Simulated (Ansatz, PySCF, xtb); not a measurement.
Energy difference R1 + R2 → P1 + P2, each structure at its B3LYP-D3(BJ)/def2-TZVP stationary point, reached from a drawn start (curvature not checked).
P1, H2 (SMILES [H][H]) (charge 0, multiplicity 1):
```xyz
2

H      0.00000     0.00000     0.37199
H      0.00000     0.00000    -0.37199
```
R1: HCl (SMILES Cl), charge 0, multiplicity 1.
R2, SiH4 (SMILES [SiH4]) (charge 0, multiplicity 1):
```xyz
5

Si     0.0000     0.0000     0.0000
H      0.8547     0.8547     0.8547
H     -0.8547    -0.8547     0.8547
H     -0.8547     0.8547    -0.8547
H      0.8547    -0.8547    -0.8547
```
P2: ClH3Si (SMILES [SiH3]Cl), charge 0, multiplicity 1.

P less R. No zero-point or thermal terms.

Cores are frozen in the correlated methods. CBS: X⁻³ extrapolation of the correlation energy, Hartree–Fock from the larger set.

Programs: Ansatz (Gaussian orbitals); PySCF for the D3/D4 terms; xtb for the GFN methods. Each number belongs to the level named beside it.

The comparison value is -0.766 eV (CCSD(T)/CBS(cc-pV(T+d)Z, cc-pV(Q+d)Z)). It is a level with limits of its own, not the exact answer.

**Question.** Order these levels by how close they come to the comparison value for the reaction energy, closest first: HF/cc-pV(D+d)Z, BLYP/def2-TZVPP, GFN2-xTB, PBE/def2-TZVPP, PBE-D3(BJ)/def2-TZVPP. Give each level's value less the comparison value.

**Answer.** PBE-D3(BJ)/def2-TZVPP (0.044 eV), PBE/def2-TZVPP (0.070 eV), BLYP/def2-TZVPP (0.096 eV), GFN2-xTB (0.188 eV), HF/cc-pV(D+d)Z (0.260 eV)

Ansatz is an electronic-structure program.
